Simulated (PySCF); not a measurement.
F₄HSTa, multiplicity 1. Atoms are numbered in the order given.

```xyz
7

Ta    -0.0013     0.2140     0.0000
F      1.8872     0.1005     0.0000
F     -1.8841     0.1023     0.0000
F      0.0072     1.0937    -1.6498
F      0.0072     1.0937     1.6498
S     -0.0825    -2.1738     0.0000
H      1.2603    -2.3513     0.0000
```

The structure is a stationary point at B3LYP-D3(BJ)/def2-SVP. The multiplicity is an assumed one; no other spin state was optimised. The structure was generated by enumeration; whether it is a known compound was not checked. The def2 effective core potentials stand for the cores of Ta; spin–orbit coupling is left out. Other conformers were not sampled.

All values below come from PBE/def2-TZVP run with PySCF.

ESP charges are fitted to the potential on shells at 1.4 to 2.0 van der Waals radii. Atomic charges (e):

| atom | ESP fit | Löwdin |
|---|---|---|
| Ta1 | 1.05 | 0.52 |
| F2 | -0.29 | -0.19 |
| F3 | -0.24 | -0.17 |
| F4 | -0.21 | -0.16 |
| F5 | -0.21 | -0.16 |
| S6 | -0.28 | 0.09 |
| H7 | 0.19 | 0.07 |
